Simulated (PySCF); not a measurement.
C$_{3}$H$_{10}$Si, SMILES `CCC[SiH3]` (C–C–C–Si torsion 180°), neutral singlet in the gas phase. 

Cartesian coordinates (Å):
```xyz
14

C      2.0404    -0.1764     0.3805
C      0.6600     0.4514     0.2788
C     -0.4141    -0.5414    -0.1576
Si    -2.1281     0.2082    -0.2911
H      2.0451    -0.9948     1.1056
H      2.3547    -0.5877    -0.5827
H      2.7911     0.5530     0.6940
H      0.6919     1.2891    -0.4268
H      0.3851     0.8856     1.2465
H     -0.1517    -0.9767    -1.1291
H     -0.4589    -1.3807     0.5465
H     -2.1339     1.3187    -1.2834
H     -2.5568     0.7625     1.0230
H     -3.1250    -0.8107    -0.7196
```
Charge 0, multiplicity 1.

All levels are single points at this geometry (PBE0-D3(BJ)/def2-TZVP); Pople sets use spherical d functions. Orbital energies aren't observables, and empty levels follow the basis.

HF/6-31G* in PySCF gives dipole (D) = 0.80.

**Question.** Estimate the dipole (D) from each of these levels: PBE-D3(BJ)/def2-TZVP in PySCF; TPSSh-D3(BJ)/def2-TZVP in PySCF; B3LYP/3-21G in PySCF; B3LYP/6-311+G** in PySCF; B3LYP/LANL2DZ in PySCF; PBE/6-31G* in PySCF; SVWN5/6-31G* in PySCF; HF/3-21G in PySCF.

**Answer.** 
| level | dipole (D) |
|---|---|
| PBE-D3(BJ)/def2-TZVP in PySCF | 0.95 |
| TPSSh-D3(BJ)/def2-TZVP in PySCF | 0.90 |
| B3LYP/3-21G in PySCF | 0.85 |
| B3LYP/6-311+G** in PySCF | 0.85 |
| B3LYP/LANL2DZ in PySCF | 0.78 |
| PBE/6-31G* in PySCF | 0.96 |
| SVWN5/6-31G* in PySCF | 0.97 |
| HF/3-21G in PySCF | 0.82 |
